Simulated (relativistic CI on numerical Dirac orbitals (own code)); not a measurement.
# Mo³⁺: resonant inelastic scattering at the L2,3 edge

Computed with this model: Dirac-Coulomb-Breit CI, KLI orbitals optimised for each configuration, model QED (radiative potential, 1s self-energy scaled to tabulated hydrogen-like ionisation energies), valence Slater integrals scaled by 0.9, Kramers-Heisenberg scattering through one core-hole configuration in a parametric crystal field; configurations [Kr] 4d3 → [He] 2s2 2p5 3s2 3p6 3d10 4s2 4p6 4d4; 80 K; core-hole width 0.96 eV; summed over polarisations. Incident energies are the highest absorption maxima for each field (at most a few, so the weaker spin-orbit partner edge can be absent), on the computed scale of the free ion. Intensities are in per cent of the strongest line above 0.02 eV; levels within 1 cm⁻¹ are merged; final levels count from the ground level, the first row holds all elastic scattering, lines under 0.4 are left out and each table stops after 24 rows. The scale of the Slater integrals is a model choice and moves the terms in proportion.

Field parameters in Wybourne normalisation: Oh B⁴₀ = 21Dq, B⁴₄ = √(5/14) B⁴₀. The field is a parameter set, without covalency.

S is read from ⟨S²⟩ = S(S + 1).

Oh, 10Dq = 6000 cm⁻¹:

```csv
Final level (eV),Degeneracy,Irrep,S,2526.1 eV,2629.4 eV,2631.1 eV
0.000,4,Γ8,1.50,3743.8,267.9,513.5
0.723,2,Γ7,1.50,5.4,30.7,10.3
0.734,4,Γ8,1.49,39.8,91.9,36.9
0.763,4,Γ8,1.50,21.6,100.0,26.5
0.785,2,Γ6,1.50,12.3,48.7,3.9
1.211,2,Γ7,1.49,28.5,18.9,7.7
1.235,4,Γ8,1.49,66.1,37.2,9.5
1.308,4,Γ8,1.46,78.7,12.8,6.3
1.360,2,Γ6,1.48,38.4,2.6,2.8
1.690,4,Γ8,0.53,33.7,6.0,52.8
1.784,4,Γ8,0.58,53.8,9.8,63.4
1.800,2,Γ6,0.52,45.6,6.1,68.7
2.237,2,Γ6,0.90,12.1,2.9,5.9
2.242,4,Γ8,0.73,85.9,12.3,73.6
2.244,2,Γ7,0.53,27.3,2.7,20.4
2.297,4,Γ8,1.26,61.3,19.8,14.7
2.305,2,Γ6,1.18,20.2,3.4,0.9
2.394,4,Γ8,1.45,13.3,40.8,8.3
2.399,2,Γ7,1.44,7.6,21.7,14.5
2.491,4,Γ8,0.56,35.5,3.3,33.1
2.514,2,Γ6,0.60,12.5,0.4,15.3
2.523,2,Γ7,0.59,29.1,4.6,46.2
2.648,4,Γ8,0.63,19.5,2.2,22.4
2.796,4,Γ8,0.53,4.1,1.6,4.5
```

Oh, 10Dq = 13500 cm⁻¹:

| Final level (eV) | Degeneracy | Irrep | S | 2525.5 eV | 2526.4 eV | 2630.2 eV |
| --- | --- | --- | --- | --- | --- | --- |
| 0.000 | 4 | Γ8 | 1.50 | 2278.8 | 1186.5 | 436.6 |
| 1.596 | 4 | Γ8 | 1.20 | 37.1 | 12.1 | 60.2 |
| 1.643 | 2 | Γ7 | 1.50 | 55.1 | 6.7 | 17.3 |
| 1.668 | 4 | Γ8 | 1.47 | 100.0 | 26.6 | 76.2 |
| 1.682 | 2 | Γ6 | 1.39 | 26.7 | 8.3 | 33.3 |
| 1.780 | 4 | Γ8 | 0.65 | 25.9 | 13.6 | 13.3 |
| 1.849 | 4 | Γ8 | 0.90 | 96.8 | 22.8 | 29.3 |
| 1.870 | 2 | Γ6 | 0.70 | 46.0 | 19.3 | 22.0 |
| 2.426 | 2 | Γ7 | 1.31 | 16.0 | 7.2 | 31.4 |
| 2.455 | 4 | Γ8 | 1.29 | 23.5 | 16.5 | 49.0 |
| 2.540 | 2 | Γ6 | 1.47 | 41.6 | 13.9 | 2.3 |
| 2.545 | 4 | Γ8 | 1.47 | 48.5 | 24.7 | 11.4 |
| 2.606 | 4 | Γ8 | 0.86 | 61.6 | 42.9 | 29.7 |
| 2.664 | 2 | Γ7 | 0.81 | 36.1 | 19.5 | 15.1 |
| 3.154 | 2 | Γ6 | 0.55 | 1.2 | 0.5 | 0.5 |
| 3.397 | 2 | Γ7 | 0.51 | 3.2 | 3.6 | 3.2 |
| 3.409 | 4 | Γ8 | 0.51 | 6.4 | 18.0 | 3.5 |
| 3.421 | 2 | Γ6 | 0.52 | 1.2 | 5.4 | 0.8 |
| 3.487 | 4 | Γ8 | 0.60 | 1.1 | 4.7 | 2.5 |
| 3.679 | 4 | Γ8 | 0.64 | 1.7 | 2.3 | 1.5 |
| 3.874 | 4 | Γ8 | 1.31 | 15.0 | 11.5 | 3.2 |
| 3.883 | 2 | Γ6 | 1.37 | 9.7 | 5.3 | 0.6 |
| 3.903 | 2 | Γ7 | 1.49 | 6.1 | 2.4 | 4.8 |
| 3.929 | 4 | Γ8 | 1.41 | 12.5 | 5.0 | 8.6 |

Oh, 10Dq = 21000 cm⁻¹:

| Final level (eV) | Degeneracy | Irrep | S | 2525.8 eV | 2527.1 eV | 2630.4 eV |
| --- | --- | --- | --- | --- | --- | --- |
| 0.000 | 4 | Γ8 | 1.50 | 852.1 | 334.0 | 242.6 |
| 1.754 | 4 | Γ8 | 0.52 | 5.5 | 5.1 | 16.8 |
| 1.829 | 4 | Γ8 | 0.51 | 13.0 | 2.4 | 19.3 |
| 1.860 | 2 | Γ6 | 0.51 | 9.4 | 1.5 | 22.6 |
| 2.564 | 2 | Γ7 | 1.47 | 44.7 | 1.9 | 10.4 |
| 2.573 | 4 | Γ8 | 1.39 | 100.0 | 13.4 | 47.0 |
| 2.639 | 4 | Γ8 | 1.49 | 78.5 | 5.0 | 17.2 |
| 2.641 | 2 | Γ6 | 1.49 | 40.0 | 5.5 | 12.9 |
| 2.741 | 4 | Γ8 | 0.70 | 29.9 | 3.0 | 24.2 |
| 2.759 | 2 | Γ7 | 0.58 | 15.7 | 1.8 | 26.4 |
| 3.544 | 2 | Γ6 | 1.48 | 35.3 | 3.9 | 1.4 |
| 3.553 | 4 | Γ8 | 1.49 | 23.7 | 6.7 | 25.0 |
| 3.554 | 2 | Γ7 | 1.49 | 13.5 | 3.3 | 9.7 |
| 3.560 | 4 | Γ8 | 1.49 | 40.1 | 7.6 | 8.8 |
| 4.346 | 2 | Γ7 | 0.50 | 0.5 | 1.8 | 0.7 |
| 4.357 | 4 | Γ8 | 0.50 | 2.0 | 9.0 | 1.4 |
| 4.357 | 2 | Γ6 | 0.50 | 0.5 | 2.7 | 0.5 |
| 4.429 | 4 | Γ8 | 0.51 | 0.6 | 3.3 | 0.6 |
| 4.621 | 4 | Γ8 | 0.51 | 0.4 | 0.7 | 0.1 |
| 5.049 | 2 | Γ6 | 0.52 | 1.3 | 5.7 | 0.6 |
| 5.060 | 4 | Γ8 | 0.53 | 1.8 | 9.9 | 1.0 |
| 5.576 | 2 | Γ7 | 1.18 | 0.8 | 0.3 | 2.4 |
| 5.613 | 4 | Γ8 | 1.33 | 2.9 | 0.7 | 3.2 |
| 5.670 | 4 | Γ8 | 1.43 | 4.1 | 0.9 | 1.2 |

For the first field the strongest loss at the lowest incident energy is the level at 2.24 eV (S = 0.73, against 1.50 in the thermal ground state). Levels of other spin, the first over 8 % at 1.69 eV, appear because spin-orbit coupling of the core hole, and in heavier ions of the valence shell too, mixes spins.
